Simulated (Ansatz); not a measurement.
Start from `FC([SiH3])[SiH2]Cl` and change one atom or group to get `F[CH]([AlH2])[SiH3]`.

Ansatz, PBE0-D4/def2-TZVP geometries, multiplicity 1. Each molecule was computed in one conformer, which needn't be the lowest.

| property | `FC([SiH3])[SiH2]Cl` |
| --- | --- |
| size of the dipole moment (PBE/def2-TZVPP) / D | 1.81 |
| LUMO energy (B3LYP/def2-TZVPP) / eV | -0.58 |
| HOMO–LUMO gap (B3LYP/def2-TZVPP) / eV | 7.62 |
| LUMO energy (ωB97M-V/def2-TZVPP) / eV | 1.45 |
| HOMO energy (B3LYP/def2-TZVPP) / eV | -8.20 |
| LUMO energy (PBE/def2-TZVPP) / eV | -1.30 |

**Question.** Give the same properties after the change, and the shifts. (Estimate.)

**Answer.** Ansatz gave: 
```csv
property,`F[CH]([AlH2])[SiH3]`,shift
size of the dipole moment (PBE/def2-TZVPP) / D,1.20,-0.61
LUMO energy (B3LYP/def2-TZVPP) / eV,-1.93,-1.35
HOMO–LUMO gap (B3LYP/def2-TZVPP) / eV,5.57,-2.05
LUMO energy (ωB97M-V/def2-TZVPP) / eV,-0.11,-1.56
HOMO energy (B3LYP/def2-TZVPP) / eV,-7.50,0.70
LUMO energy (PBE/def2-TZVPP) / eV,-2.48,-1.18
```

With PBE0 the HOMO rises by 0.71 eV and the LUMO falls by 1.32 eV, so the gap narrows by about 2.03 eV. PBE moves the HOMO by 0.67 eV and ωB97M-V by 0.70 eV. Dipoles are sizes alone; their direction can turn.

B3LYP here is the variant with VWN-RPA as its local correlation; programs differ in this.
